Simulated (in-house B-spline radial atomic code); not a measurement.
Configurations of Rb²⁺, with energies counted from [Ar] 3d10 4s2 4p5. All numbers are computed (scalar-relativistic (X2C) AM05, spin-polarised, spherical fractional occupations; Fermi nucleus of rms radius 4.2036 fm) with an all-electron radial atomic-structure program (B-spline basis), not measured. Shells without spins written out take the highest spin.

Occupations are held fixed; configurations that lie above the ionisation limit could autoionise.

```json
{"configuration": "[Ar] 3d10 4s2 4p4 5s1", "E - E(ref) (eV)": "20.746", "highest orbital": "5s up", "its <r> (bohr)": "3.438"}
{"configuration": "[Ar] 3d10 4s2 4p(3 up, 1 down) 5p(1 up, 0 down)", "E - E(ref) (eV)": "24.649", "highest orbital": "5p up", "its <r> (bohr)": "4.049"}
{"configuration": "[Ar] 3d10 4s1 4p5 5p1", "E - E(ref) (eV)": "41.788", "highest orbital": "5p up", "its <r> (bohr)": "4.025"}
{"configuration": "[Ar] 3d9 4s2 4p5 5p1", "E - E(ref) (eV)": "123.59", "highest orbital": "5p up", "its <r> (bohr)": "3.965"}
{"configuration": "[Ne] 3s2 3p5 3d10 4s2 4p5 5d1", "E - E(ref) (eV)": "249.05", "highest orbital": "5d up", "its <r> (bohr)": "5.508"}
{"configuration": "[Ne] 3s2 3p5 3d10 4s2 4p5 5f1", "E - E(ref) (eV)": "253.3", "highest orbital": "5f up", "its <r> (bohr)": "9.139"}
{"configuration": "[Ne] 3s2 3p(2 up, 3 down) 3d10 4s2 4p(3 up, 2 down) 5f(1 up, 0 down)", "E - E(ref) (eV)": "253.47", "highest orbital": "5f up", "its <r> (bohr)": "9.137"}
```

Problem. Order these further configurations by energy, lowest first.
A. [Ar] 3d10 4s1 4p5 5s1
B. [Ar] 3d10 4s2 4p(2 up, 2 down) 4d(1 up, 0 down)
C. [Ar] 3d10 4s1 4p5 4f1
D. [Ne] 3s2 3p5 3d10 4s2 4p6
E. [Ar] 3d(4 up, 5 down) 4s2 4p(3 up, 2 down) 4d(0 up, 1 down)

Solution. B (21.528 eV), A (37.86 eV), C (48.303 eV), E (119.15 eV), D (216.53 eV).

Problem. How far above the reference does [Ne] 3s2 3p5 3d10 4s2 4p5 5p1 lie?

Solution. 243.93 eV; its least bound orbital is 5p up with <r> = 3.964 bohr.

Problem. How far above the reference does [Ar] 3d9 4s2 4p5 5s1 lie?

Solution. 119.61 eV; its least bound orbital is 5s up with <r> = 3.374 bohr.
